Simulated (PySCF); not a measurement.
Members of one series of related molecules.

All values: CAM-B3LYP/def2-SVPD (PySCF) at GFN2-xTB geometries, gas phase, one conformer each. Core orbitals are frozen in the response; Δα² is half the sum of the squared differences of the principal polarisabilities.

**Question.** Rank by mean static polarisability, lowest first.
A. `CNP(C)C1CC1`
B. `CPCCCO`
C. `CPc1ccco1`
D. `CPc1ccsc1`

**Answer.** B (11.87 Å³), C (12.76 Å³), A (13.81 Å³), D (14.94 Å³).

All values together:

```csv
SMILES,formula,μ (D),HOMO (eV),LUMO (eV),α (Å³),Δα (Å³),electrons,α per electron (Å³)
CNP(C)C1CC1,C5H12NP,0.65,-7.08,1.47,13.81,3.31,64,0.216
CPCCCO,C4H11OP,2.72,-7.46,0.99,11.87,2.02,58,0.205
CPc1ccsc1,C5H7PS,1.07,-7.75,0.50,14.94,7.34,68,0.220
CPc1ccco1,C5H7OP,1.47,-7.48,0.87,12.76,5.89,60,0.213
```

Conformers: `[CH3:1][NH:2][P:3]([CH3:4])[CH:5]1[CH2:6][CH2:7]1` with C1–N2–P3–C4 175°, N2–P3–C5–C6 180°; `[CH3:1][PH:2][CH2:3][CH2:4][CH2:5][OH:6]` with C1–P2–C3–C4 72°, P2–C3–C4–C5 52°, C3–C4–C5–O6 -63°, C4–C5–O6–H -66°; `[CH3:1][PH:2][c:3]1[cH:4][cH:5][s:6][cH:7]1` with C1–P2–C3–C4 75°; `[CH3:1][PH:2][c:3]1[cH:4][cH:5][cH:6][o:7]1` with C1–P2–C3–C4 -112°.
